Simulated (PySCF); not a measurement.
Compound: C₂H₁₁OPSi₂.
Geometry (PBE0-D3(BJ)/def2-SVP, Å), atoms numbered from 1 in this order:
```xyz
17
C2H11OPSi2 angstrom
C      3.2349   -0.3503    0.3148
O      2.3738    0.6380   -0.1797
Si     0.7368    0.6641    0.1051
P     -0.2282   -1.2554   -0.6002
Si    -2.2140   -0.8893    0.4235
C     -2.9074    0.8509    0.2522
H      3.2874   -0.3359    1.4194
H      4.2462   -0.1646   -0.0770
H      2.9238   -1.3637    0.0010
H      0.2303    1.8781   -0.5906
H      0.4539    0.7598    1.5760
H     -0.6186   -0.7561   -1.8811
H     -3.1832   -1.8793   -0.1397
H     -1.9901   -1.2168    1.8655
H     -2.2527    1.5992    0.7244
H     -3.8942    0.9094    0.7387
H     -3.0318    1.1220   -0.8074
```

Level of theory: PBE0-D3(BJ)/def2-SVP geometry optimisation, gas phase (PySCF 2.14.0).

Masses are those of the commonest isotopes; rigid-rotor values at the optimised geometry. The values belong to one conformer with, in the numbering `[CH3:1][O:2][SiH2:3][PH:4][SiH2:5][CH3:6]`, C1–O2–Si3–P4 -57°, O2–Si3–P4–Si5 168°, Si3–P4–Si5–C6 44°.

Problem. Give the principal moments of inertia and the rotational constants in MHz.

Solution. Ia = 136.85, Ib = 586.83, Ic = 667.64 u·Å²; 505379 MHz·u·Å²/I gives A = 3693, B = 861.2, C = 757.0 MHz.

Problem. What kind of rotor is it?

Solution. A near-prolate asymmetric top. Ray's parameter κ = (2B − A − C)/(A − C) = -0.929; −1 is the prolate and +1 the oblate limit.

Problem. Is it planar, by Δ = Ic − Ia − Ib?

Solution. Not planar: Δ = Ic − Ia − Ib = -56.04 u·Å². For a rigid frame Δ = −2 Σ m c², so Σ m c² = 28.02 u·Å² lies off the ab plane: 14.13 from hydrogen and 13.89 from heavier atoms. The atom farthest from that plane is 1.89 Å away.

Problem. Where do the levels up to J = 2 lie, in cm⁻¹?

Solution. Above 0(0,0):
J = 1: 1(0,1) 0.0540, 1(1,1) 0.1484, 1(1,0) 0.1519
J = 2: 2(0,2) 0.1618, 2(1,2) 0.2529, 2(1,1) 0.2633, 2(2,1) 0.5467, 2(2,0) 0.5468
The levels of one J sum to (2J + 1)J(J + 1)(A + B + C)/3.

Problem. Predict some low-J microwave lines.

Solution. The dipole components are |μa| = 0.59 D, |μb| = 0.58 D, |μc| = 0.20 D. Intensities carry the squares of the components, which stand as 1.00 : 0.95 : 0.12 (a : b : c). Some lines, for components of 0.1 D or more:

```
type  branch         J(Ka,Kc)    MHz  lower level (cm⁻¹)
   a       Q  3(1,2) ← 3(1,3)    625               0.410
   a       R  1(0,1) ← 0(0,0)   1618               0.000
   b       R  3(0,3) ← 2(1,2)   2113               0.253
   c       Q  3(1,3) ← 3(0,3)   2584               0.323
   b       Q  1(1,0) ← 1(0,1)   2936               0.054
   b       Q  3(1,2) ← 3(0,3)   3209               0.323
   a       R  2(0,2) ← 1(0,1)   3234               0.054
   a       R  2(1,1) ← 1(1,0)   3341               0.152
   c       R  1(1,0) ← 0(0,0)   4554               0.000
   a       R  3(0,3) ← 2(0,2)   4843               0.162
   a       R  3(2,1) ← 2(2,0)   4866               0.547
   c       R  3(1,2) ← 2(0,2)   8052               0.162
   c       Q  3(2,2) ← 3(1,2)   8341               0.430
   b       Q  3(2,1) ← 3(1,2)   8355               0.430
   b       Q  2(2,0) ← 2(1,1)   8498               0.263
   b       Q  3(2,2) ← 3(1,3)   8966               0.410
   b       R  3(2,1) ← 2(1,2)  13677               0.253
   c       Q  3(3,1) ← 3(2,1)  14407               0.709
   c       R  3(3,0) ← 2(2,0)  19273               0.547
```

Problem. Estimate the classical rotational partition function at 10 K, 25 K and 298.15 K.

Solution. Point group C1, symmetry number σ = 1; q = (√π/σ)·√((kT/h)³/(ABC)), k/h = 20836.6 MHz/K: 3440 at 10 K, 13600 at 25 K, 559000 at 298.15 K.

No frequency check. These are rigid-rotor constants of the computed structure; measured ground-state constants (B0) also hold zero-point vibration. A rigid rotor knows nothing of internal rotation, which can split or shift real lines.
